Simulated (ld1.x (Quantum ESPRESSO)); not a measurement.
## What one change does to a pseudopotential (As (Z = 33), RRKJ)

```json
{"Element": "arsenic (As)", "Generator": "ld1.x (Quantum ESPRESSO) 7.5", "Type": "norm-conserving RRKJ (Kleinman–Bylander form)", "Functional": "revPBE", "Relativity": "scalar-relativistic", "Frozen core": "[Ar]", "Valence charge": "15", "Reference configuration": "3d10 4s2 4p3", "Partial waves": "4p (bound): rc 1.45 bohr; 3d (bound): rc 1.00 bohr; 4s (bound): rc 1.75 bohr", "Local potential": "the s channel", "Core correction": "none", "rho0": "0.001"}
```

Change: wave 4p (bound): rc 1.45 bohr becomes 4p (bound): rc 1.68 bohr.

Cutoffs: the cutoffs (Ry, on a coarse ladder) from which the occupation-weighted sum of valence levels, in a spherical-Bessel basis at the reference potential, stays within 10 and 1 mRy of its value at 400 Ry; they do not see the model core or the augmentation charge, which bear on the density cutoff. Errors are all-electron minus pseudo energies relative to the spin-unpolarised reference configuration.

Problem. How do hardness, ghosts and transferability respond?

Solution. The potential gets neither clearly harder nor softer (230 Ry and 300 Ry → 230 Ry and 300 Ry); the bound ghost in p disappears; of the 7 tests that both files solve, the error grows in 4 and shrinks in 0 by more than 15 % and 0.3 meV (median size 2.3 → 4.7 meV). More of the atom is replaced by a form fitted at one configuration, so other configurations suffer.

| quantity | base | changed |
| --- | --- | --- |
| cutoff, loose | 230 Ry | 230 Ry |
| cutoff, tight | 300 Ry | 300 Ry |
| loose cutoff by channel (10 mRy a level) | p 21 Ry, d 160 Ry, s 18 Ry | p 18 Ry, d 160 Ry, s 18 Ry |
| bound ghosts | p | none |
| error for 3d10 4s2 4p2, meV [ΔE 9.10 eV] | -1.8 | -1.9 |
| error for 3d10 4s2 4p1, meV [ΔE 26.96 eV] | -4.6 | -4.7 |
| error for 3d10 4s2 4p0, meV [ΔE 54.56 eV] | +2.3 | +4.5 |
| error for 3d10 4s1 4p0, meV [ΔE 105.00 eV] | +52 | +70 |
| error for 3d10 4s1 4p4, meV [ΔE 9.39 eV] | -0.9 | -3.8 |
| error for 3d10 4s0 4p5, meV [ΔE 18.99 eV] | -2.3 | -15 |
| error for 3d9 4s2 4p3, meV [ΔE 50.77 eV] | -766 | -804 |
| s: phases at 1.91 bohr within 0.05 rad from the reference energy up to (Ry; the scan ends near 5) | 4.3 | 4.3 |
| p: phases at 1.91 bohr within 0.05 rad from the reference energy up to (Ry; the scan ends near 5) | to the end of the scan | to the end of the scan |
| d: phases at 1.91 bohr within 0.05 rad from the reference energy up to (Ry; the scan ends near 5) | -0.1 | -0.1 |

 A true bound ghost makes a file unfit for plane-wave use even where its test errors are small: the radial tests pick states by their node count and pass the ghost by.
